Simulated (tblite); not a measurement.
Compound: C9H9FSi.
Geometry (GFN2-xTB, Å), atoms numbered from 1 in this order:
```
atom  x, y, z in Å
F1    -3.3786   -1.1777   -0.7249
C2    -2.0487   -1.4604   -0.5383
C3    -1.2483   -0.2294   -0.2062
C4    -1.8622    1.0144   -0.1170
C5    -1.1282    2.1463    0.1890
C6     0.2383    2.0537    0.4110
C7     0.8703    0.8300    0.3275
C8     0.1246   -0.3213    0.0167
C9     0.9123   -1.5475   -0.0407
C10    2.2228   -1.4330    0.2037
Si11   2.6833    0.3570    0.5654
H12   -1.9999   -2.1955    0.2751
H13   -1.6969   -1.9220   -1.4697
H14   -2.9251    1.0921   -0.2891
H15   -1.6244    3.1034    0.2538
H16    0.8092    2.9393    0.6502
H17    0.4273   -2.4857   -0.2723
H18    2.8801   -2.2866    0.1823
H19    3.5723    0.9528   -0.4333
H20    3.1666    0.5807    1.9288
```

Calculated harmonic vibrations of the isolated species, GFN2-xTB (tblite), most abundant isotopes, no scaling. This tight-binding method is rough: wavenumbers can miss measured ones by several per cent, in bad cases by 10 to 20. Modes of hydrogen on silicon can be 10 to 20 % off. One conformer, not necessarily the lowest.

Harmonic wavenumbers (cm⁻¹): 53.7, 113.6, 158.3, 174.6, 203.8, 290.5, 307.2, 369.5, 423.0, 456.5, 463.6, 474.1, 528.2, 530.0, 600.7, 638.8, 662.7, 671.2, 758.3, 773.4, 783.3, 802.1, 836.7, 873.4, 901.8, 913.6, 924.4, 964.2, 1046.3, 1101.2, 1117.9, 1158.9, 1195.2, 1217.1, 1233.3, 1256.8, 1296.0, 1317.8, 1338.1, 1416.5, 1433.8, 1457.4, 1566.8, 1579.2, 1599.6, 2250.5, 2256.3, 2906.4, 2921.3, 3057.8, 3070.9, 3083.3, 3096.2, 3099.8.

A = 1794, B = 713.3, C = 515.2 MHz; mass 164.046 u (most abundant isotopes); point group Cs, symmetry number 1.

Problem. Zero-point energy?

Solution. Half the sum of the wavenumbers: 31863 cm⁻¹ = 381.16 kJ/mol.

Problem. Entropy at 500 K, 1 bar (ideal gas, RRHO, classical rotation)?

Solution. Translation 183.21, rotation 134.34, vibration 210.37: S = 527.9 J/(mol K).

Problem. And Cp and H(500 K) − H(0)?

Solution. Cp = 267.78 J/(mol K), of which vibrations give 234.52 (their classical limit is 54 R = 449.0); H(500 K) − H(0) = 74.85 kJ/mol without the zero-point energy, 58.22 from vibrations.

Problem. How do the functions run with temperature in this model?

Solution. 
```csv
T (K),S (J/(mol K)),Cp (J/(mol K)),H − H(0) (kJ/mol),G − H(0) (kJ/mol),ln q(vib)
100,289.2,71.0,4.91,-24.01,1.12
200,354.0,123.3,14.55,-56.24,3.29
300,414.4,178.3,29.65,-94.68,5.81
800,672.9,347.0,168.32,-370.00,19.55
1000,754.0,379.1,241.12,-512.88,24.72
```

q(vib) and H(0) count from the zero-point level.

Problem. Which modes carry the vibrational entropy at 500 K?

Solution. 53.7 cm⁻¹: 23.85; 113.6 cm⁻¹: 17.65; 158.3 cm⁻¹: 14.92; 174.6 cm⁻¹: 14.12; 203.8 cm⁻¹: 12.87; 290.5 cm⁻¹: 10.04 J/(mol K); the other 48 give 116.91 together.

Problem. Blend soft modes into free rotors: weight 1/[1 + (100 cm⁻¹/ν̃)⁴] for the oscillator and the rest for a rotor with moment μB/(μ + B), μ = h/(8π²ν), B = 10⁻⁴⁴ kg m². What vibrational entropy results?

Solution. 201.54 J/(mol K) in place of 210.37, which changes −T·S at 500 K by +4.42 kJ/mol.

Problem. What must be added to the electronic energy to get the Gibbs energy at 500 K and 1 bar?

Solution. ZPE + [H(500 K) − H(0)] − T·S = 381.16 + 74.85 − 263.96 = 192.05 kJ/mol.

Hindered rotation and anharmonicity are outside this model. Other conformers, if any are populated, would add a mixing term that is left out.

On one thread, AMD EPYC 9R45 (x86_64), shared host with 96 logical CPUs at a one-minute load of 25, this took 0.62 s wall. This covers the Hessian and the dipole derivatives.
